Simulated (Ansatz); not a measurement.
Reactions of `CC(F)(F)C(F)CF`.

Gas-phase electronic energies from Ansatz, PBE0-D4/def2-TZVP geometries. CCSD(T)/CBS is the MP2 limit (def2-TZVPP, def2-QZVPP) plus CCSD(T) − MP2 in def2-TZVPP, frozen cores. This one scheme is used for every species. DFT in def2-TZVPP. One conformer a species, not always the lowest.

```tsv
reaction	CCSD(T)/CBS(def2) (kcal/mol)
`CC(F)(F)C(F)CF` + `C=N` → `C=NC(C)(F)F` + `FCCF`	?
`CC(F)(F)C(F)CF` → `CC(F)(F)CF` + `[CH]F`	89.4
`CC(F)(F)C(F)CF` + H–F → `FCC(F)F` + `CC(F)F`	?
`CC(F)(F)C(F)CF` + HCl → `CC(F)(F)Cl` + `FCCF`	8.1
`CC(F)(F)C(F)CF` → `FC[C@@H](F)[C@H](F)CF`	12.6
`CC(F)(F)C(F)CF` + H₂ → `FCCF` + `CC(F)F`	-9.8
```

Task: Fill in the missing values. (Estimate.)

Result: The calculation gave: `CC(F)(F)C(F)CF` + `C=N` → `C=NC(C)(F)F` + `FCCF`: -0.9 kcal/mol; `CC(F)(F)C(F)CF` + H–F → `FCC(F)F` + `CC(F)F`: +7.4 kcal/mol.

Largest T1 diagnostic: 0.018, for `[CH]F`.
